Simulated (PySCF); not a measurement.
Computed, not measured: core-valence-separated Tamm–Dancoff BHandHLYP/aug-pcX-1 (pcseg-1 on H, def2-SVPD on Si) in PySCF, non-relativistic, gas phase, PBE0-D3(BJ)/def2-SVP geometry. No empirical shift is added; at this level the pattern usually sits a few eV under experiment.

Main lines of an unknown, eV (oscillator strength): C K: 284.0 (0.061), 284.3 (0.063), 285.0 (0.032), 285.8 (0.024), 285.8 (0.013); N K: 397.0 (0.063), 397.6 (0.058). Listed: the first five lines at most of each edge with a tenth or more of its strongest line's intensity; roots within 0.03 eV on the same or equivalent atoms are summed. Only the lowest roots were sought, and the top ones are left out.

Problem. Which candidate gives them?
A. `N#C[Si@@H]([SiH3])C1CC1`
B. `C[Si]1(C#N)C[SiH2]C1`
C. `C#C[C@H]1C[SiH2]N[SiH2]1`
D. `[Si@H]1([C@H](C#N)C1)C[SiH3]`

Solution. D. 

- `N#C[C@@H]1C[Si@@H]1C[SiH3]`: C K: 284.0 (0.061), 284.3 (0.063), 285.0 (0.032), 285.8 (0.024), 285.8 (0.013); N K: 397.0 (0.063), 397.6 (0.058). First C line listed at 284.0 eV, hole on the nitrile carbon (1s→π*); first N line listed at 397.0 eV, hole on the nitrile nitrogen (1s→π*).
- `C#C[C@H]1C[SiH2]N[SiH2]1`: C K: 283.5 (0.062), 283.8 (0.054), 283.8 (0.071), 283.9 (0.043), 285.5 (0.008); N K: 398.8 (0.007), 400.1 (0.017), 400.1 (0.021), 400.4 (0.011), 400.8 (0.026). First C line listed at 283.5 eV, hole on the terminal alkyne carbon (1s→π*); first N line listed at 398.8 eV, hole on the nitrogen bridging silicon atoms.
- `C[Si]1(C#N)C[SiH2]C1`: C K: 283.0 (0.102), 285.2 (0.023), 285.6 (0.072), 285.8 (0.025), 285.9 (0.042); N K: 396.8 (0.124). First C line listed at 283.0 eV, hole on the cyano carbon (1s→π*); first N line listed at 396.8 eV, hole on the cyano nitrogen (1s→π*).
- `N#C[Si@@H]([SiH3])C1CC1`: C K: 283.0 (0.050), 283.1 (0.051), 285.4 (0.015), 285.8 (0.019), 285.9 (0.008); N K: 396.7 (0.062), 396.8 (0.062). First C line listed at 283.0 eV, hole on the cyano carbon (1s→π*); first N line listed at 396.7 eV, hole on the cyano nitrogen (1s→π*).

One conformer each; other structures than these candidates weren't tested.

Shape of the structure used: `[N:1]#[C:2][C@@H:3]1[CH2:4][Si@@H:5]1[CH2:6][SiH3:7]`: C4–Si5–C6–Si7 -136°.
